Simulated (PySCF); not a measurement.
The scaffold silaethenyl-X carries different groups X. All species are isolated molecules in the gas phase. One relaxed conformer stands for each flexible species; it need not be the lowest. Strings in code marks are SMILES.

All values below come from PySCF 2.14.0 with PBE0-D3(BJ)/def2-TZVP. 

```csv
species,HOMO–LUMO gap (eV),LUMO (eV)
X = ethyl (`[SiH](=C)CC` (C–Si–C–C torsion 1°)),5.59,-0.61
X = fluoro (`[SiH](=C)F`),5.89,-0.77
X = iodo (`C=[SiH]I`),5.26,-1.33
X = cyano (`C=[SiH]C#N`),4.99,-2.30
X = mercapto,5.43,-0.86
X = methylthio (`CS[SiH]=C` (C–Si–S–C torsion 0°)),5.41,-0.71
```
